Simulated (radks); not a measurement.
Coulomb parameter of the 4d shell of the technetium ion Tc2+ in the model configuration [Kr] 4d4 5p1, as a second difference U = [E(n + 0.5) + E(n - 0.5) - 2 E(n)] / (0.5)^2 with all orbitals relaxed. "Bare": the charge of the atom changes with n. "Screened": the 5p shell takes up the change at fixed total charge, which measures U(4d,4d) + U(5p,5p) - 2 U(4d,5p). Calculated with a radial shooting solver on a logarithmic mesh with Libxc functionals: scalar-relativistic Kohn-Sham, SCAN, spin-unpolarised, spherical densities, finite nucleus; meta-GGA in the generalised Kohn-Sham scheme; Fermi nuclear charge, rms radius 4.4112 fm.

case              configuration  E - E(n) (eV)
start              [Kr] 4d4 5p1          0.000
bare +0.5        [Kr] 4d4.5 5p1        -11.890
bare -0.5        [Kr] 4d3.5 5p1         14.940
screened +0.5  [Kr] 4d4.5 5p0.5         -5.759
screened -0.5  [Kr] 4d3.5 5p1.5          6.368

U(bare) = 12.199 eV, U(screened by 5p) = 2.437 eV, against the Slater integral F0(4d,4d) = 15.971 eV with frozen orbitals.
